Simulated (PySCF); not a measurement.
Cl4HSTa, multiplicity 1. Atoms are numbered in the order given.

```xyz
7

Ta    -0.0590     0.0053     0.0000
Cl    -1.2015     0.0646     1.9802
Cl     0.0584    -2.3092     0.0000
Cl     0.2682     2.3089     0.0000
Cl    -1.2015     0.0646    -1.9802
S      2.3094    -0.2283     0.0000
H      2.6578     1.0778     0.0000
```
Charge 0, spin multiplicity 1.

Geometry optimised at PBE0-D3(BJ)/def2-SVP. The multiplicity is an assumed one; no other spin state was optimised. The structure was generated by enumeration; whether it is a known compound was not checked. The def2 effective core potentials stand for the cores of Ta; spin–orbit coupling is left out. Other conformers were not sampled.

All values below come from PBE0-D3(BJ)/def2-SVP (PySCF).

Frequencies are harmonic and unscaled.

Computed harmonic wavenumbers and intensities:
```tsv
mode	ν (cm⁻¹)	IR (km/mol)	moving atoms (share of kinetic energy)
1	61	2.2	Cl 56 %, S 41 %
2	80	1.3	Cl 99 %
3	132	2.5	Cl 61 %, Ta 25 %, S 14 %
4	133	4.3	Cl 69 %, Ta 26 %
5	149	6.5	Cl 72 %, Ta 21 %
6	160	0.1	Cl 99 %
7	199	1.4	S 54 %, Cl 41 %
8	343	2.5	Cl 76 %, S 22 %
9	377	145.9	Cl 72 %, Ta 23 %
10	396	49.8	S 57 %, Cl 23 %, Ta 18 %
11	399	24.6	H 95 %
12	401	27.0	Cl 94 %
13	409	81.5	Cl 75 %, Ta 24 %
14	713	12.9	H 96 %
15	2716	1.3	H 97 %
```
